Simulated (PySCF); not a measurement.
Compound: C8H13P.
SMILES with atom numbers: `[CH2:1]=[CH:2][C:3]1=[C:4]([CH:5]([CH3:6])[CH3:7])[P:8]1[CH3:9]` (hydrogens: H10, H11 on C1; H12 on C2; H13 on C5; H14, H15, H16 on C6; H17, H18, H19 on C7; H20, H21, H22 on C9)

The same species was optimised twice, with GFN2-xTB and with PBE0-D3(BJ)/def2-SVP (PySCF), and the same property calculations (PySCF, gas phase) were run on both structures.

```
     coordinate  GFN2-xTB  PBE0-D3(BJ)/def2-SVP  change
      C2–C3 (Å)     1.423                 1.439  +0.016
      C1=C2 (Å)     1.330                 1.340  +0.010
      C4–C5 (Å)     1.475                 1.484  +0.009
      P8–C9 (Å)     1.876                 1.869  -0.007
      C3=C4 (Å)     1.320                 1.315  -0.005
      C3–P8 (Å)     1.844                 1.839  -0.005
      C4–P8 (Å)     1.838                 1.834  -0.004
      C5–C6 (Å)     1.528                 1.526  -0.002
      C5–C7 (Å)     1.530                 1.529  -0.001
   C4–P8–C9 (°)     100.8                 103.3    +2.5
   C3–P8–C9 (°)     101.3                 103.8    +2.5
   C4–C5–C7 (°)     109.2                 110.5    +1.3
   C4–C5–C6 (°)     110.4                 111.4    +1.0
   C2–C3–C4 (°)     147.8                 147.1    -0.7
   C5–C4–P8 (°)     143.5                 144.2    +0.7
   C2–C3–P8 (°)     143.4                 144.1    +0.7
   C6–C5–C7 (°)     111.7                 112.3    +0.6
C1–C2–C3–C4 (°)      -178                  -177      +1
C3–C4–C5–C6 (°)         0                     0       0
```

Rotational constants: A = 1657, B = 1020, C = 732.2 MHz (GFN2-xTB) against A = 1627, B = 1012, C = 717.4 MHz (PBE0-D3(BJ)/def2-SVP). Point groups within 0.08 Å: C1 and C1.

On the GFN2-xTB structure: HOMO (eV) -6.12 [PBE0/pcSseg-1]; LUMO (eV) -1.05 [PBE0/pcSseg-1]; dipole (D) 1.73 [PBE0/pcSseg-1]; GIAO shielding of C1 (ppm) 54.2 [PBE0/pcSseg-1]; GIAO shielding of C2 (ppm) 55.7 [PBE0/pcSseg-1]; GIAO shielding of C3 (ppm) 55.6 [PBE0/pcSseg-1]; GIAO shielding of C4 (ppm) 35.5 [PBE0/pcSseg-1]; GIAO shielding of C5 (ppm) 152.9 [PBE0/pcSseg-1]; GIAO shielding of C6/C7 (mean) (ppm) 164.0 [PBE0/pcSseg-1]; GIAO shielding of P8 (ppm) 535.9 [PBE0/pcSseg-1]; GIAO shielding of C9 (ppm) 162.4 [PBE0/pcSseg-1].

Question: What do these properties become on the PBE0-D3(BJ)/def2-SVP structure?

Answer: 
```json
{"property": "HOMO (eV)", "level": "PBE0/pcSseg-1", "on GFN2-xTB": "-6.12", "on PBE0-D3(BJ)/def2-SVP": "-6.10", "change": "+0.02"}
{"property": "LUMO (eV)", "level": "PBE0/pcSseg-1", "on GFN2-xTB": "-1.05", "on PBE0-D3(BJ)/def2-SVP": "-1.05", "change": "0.00"}
{"property": "dipole (D)", "level": "PBE0/pcSseg-1", "on GFN2-xTB": "1.73", "on PBE0-D3(BJ)/def2-SVP": "1.78", "change": "+0.05"}
{"property": "energy, GFN2-xTB geometry as zero (kcal/mol)", "level": "PBE0/pcSseg-1", "on GFN2-xTB": "0.0", "on PBE0-D3(BJ)/def2-SVP": "-1.0", "change": "-1.0"}
{"property": "GIAO shielding of C1 (ppm)", "level": "PBE0/pcSseg-1", "on GFN2-xTB": "54.2", "on PBE0-D3(BJ)/def2-SVP": "51.2", "change": "-3.0"}
{"property": "GIAO shielding of C2 (ppm)", "level": "PBE0/pcSseg-1", "on GFN2-xTB": "55.7", "on PBE0-D3(BJ)/def2-SVP": "52.4", "change": "-3.3"}
{"property": "GIAO shielding of C3 (ppm)", "level": "PBE0/pcSseg-1", "on GFN2-xTB": "55.6", "on PBE0-D3(BJ)/def2-SVP": "54.9", "change": "-0.7"}
{"property": "GIAO shielding of C4 (ppm)", "level": "PBE0/pcSseg-1", "on GFN2-xTB": "35.5", "on PBE0-D3(BJ)/def2-SVP": "37.2", "change": "+1.7"}
{"property": "GIAO shielding of C5 (ppm)", "level": "PBE0/pcSseg-1", "on GFN2-xTB": "152.9", "on PBE0-D3(BJ)/def2-SVP": "151.8", "change": "-1.1"}
{"property": "GIAO shielding of C6/C7 (mean) (ppm)", "level": "PBE0/pcSseg-1", "on GFN2-xTB": "164.0", "on PBE0-D3(BJ)/def2-SVP": "162.4", "change": "-1.6"}
{"property": "GIAO shielding of P8 (ppm)", "level": "PBE0/pcSseg-1", "on GFN2-xTB": "535.9", "on PBE0-D3(BJ)/def2-SVP": "527.7", "change": "-8.2"}
{"property": "GIAO shielding of C9 (ppm)", "level": "PBE0/pcSseg-1", "on GFN2-xTB": "162.4", "on PBE0-D3(BJ)/def2-SVP": "162.4", "change": "0.0"}
```

The heavy atoms differ by 0.034 Å rms after alignment. Among bonds between heavy atoms C2–C3 changes most (+0.016 Å). Changes are differences of the printed values. Neither structure is proved a minimum here.

Conformer computed: `[CH2:1]=[CH:2][C:3]1=[C:4]([CH:5]([CH3:6])[CH3:7])[P:8]1[CH3:9]`: C1–C2–C3–C4 -177°, C3–C4–C5–C6 0°.
